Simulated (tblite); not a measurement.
Species: H8NSSi3 (charge -1).
Bonds: Si1–N2, N2–Si3, Si3–S4, S4–Si5. Hydrogens: H6, H7, H8 on Si1; H9, H10 on Si3; H11, H12, H13 on Si5.

A start from a force field or distance geometry was refined with tblite 0.8.0, GFN2-xTB geometry optimisation, gas phase. Values at the start:

```json
{"coordinate": "Si1–N2", "start": "1.773 Å"}
{"coordinate": "Si1–H6", "start": "1.465 Å"}
{"coordinate": "Si1–H7", "start": "1.464 Å"}
{"coordinate": "N2–Si3", "start": "1.771 Å"}
{"coordinate": "Si3–S4", "start": "2.113 Å"}
{"coordinate": "Si3–H9", "start": "1.459 Å"}
{"coordinate": "S4–Si5", "start": "2.125 Å"}
{"coordinate": "Si5–H11", "start": "1.480 Å"}
{"coordinate": "Si5–H13", "start": "1.477 Å"}
{"coordinate": "Si1–N2–Si3", "start": "110.9°"}
{"coordinate": "N2–Si3–S4", "start": "115.2°"}
{"coordinate": "Si3–S4–Si5", "start": "114.7°"}
```

Question: How do these coordinates change at the GFN2-xTB level?

Answer: 
```json
{"coordinate": "Si3–S4", "GFN2-xTB (Å or °)": "2.235", "change": "+0.122"}
{"coordinate": "N2–Si3", "GFN2-xTB (Å or °)": "1.653", "change": "-0.118"}
{"coordinate": "Si1–N2", "GFN2-xTB (Å or °)": "1.679", "change": "-0.094"}
{"coordinate": "S4–Si5", "GFN2-xTB (Å or °)": "2.088", "change": "-0.037"}
{"coordinate": "Si1–H7", "GFN2-xTB (Å or °)": "1.491", "change": "+0.027"}
{"coordinate": "Si5–H11", "GFN2-xTB (Å or °)": "1.459", "change": "-0.021"}
{"coordinate": "Si3–H9", "GFN2-xTB (Å or °)": "1.479", "change": "+0.020"}
{"coordinate": "Si1–H6", "GFN2-xTB (Å or °)": "1.480", "change": "+0.015"}
{"coordinate": "Si5–H13", "GFN2-xTB (Å or °)": "1.472", "change": "-0.005"}
{"coordinate": "Si1–N2–Si3", "GFN2-xTB (Å or °)": "134.5", "change": "+23.6"}
{"coordinate": "Si3–S4–Si5", "GFN2-xTB (Å or °)": "99.1", "change": "-15.6"}
{"coordinate": "N2–Si3–S4", "GFN2-xTB (Å or °)": "106.8", "change": "-8.4"}
```

The energy falls by 93.0 kJ/mol over 126 L-BFGS steps, the largest force on an atom goes from 5.23 to 0.009 eV/Å, and the atoms move by 0.817 Å rms after alignment. The bond that changes most is Si3–S4 (ends: SiH2 silicon; sulfur bonded to 2 Si), which lengthens by 0.122 Å. Bonds longer at the end by more than 0.005 Å: 5 of 12; shorter: 6. Among the dihedrals that turn most is Si3–S4–Si5–H12, from 36° to 74°. Rotational constants go from 4503, 791.6, 694.8 to 3330, 1014, 806.8 MHz.

Hardware: one thread of an Intel Xeon at 2.50 GHz, shared host with 64 logical CPUs at a one-minute load of 13. Cost: 3.2 s wall.

Its lowest GFN2-xTB frequency is 10i cm⁻¹, too small to tell a flat minimum from a shallow saddle. 3 starts were optimised and ended at 0.00, 0.13 and 3.12 kcal/mol (GFN2-xTB); the lowest of these is shown.

One conformer stands for the species.

All values are computed, not measured.
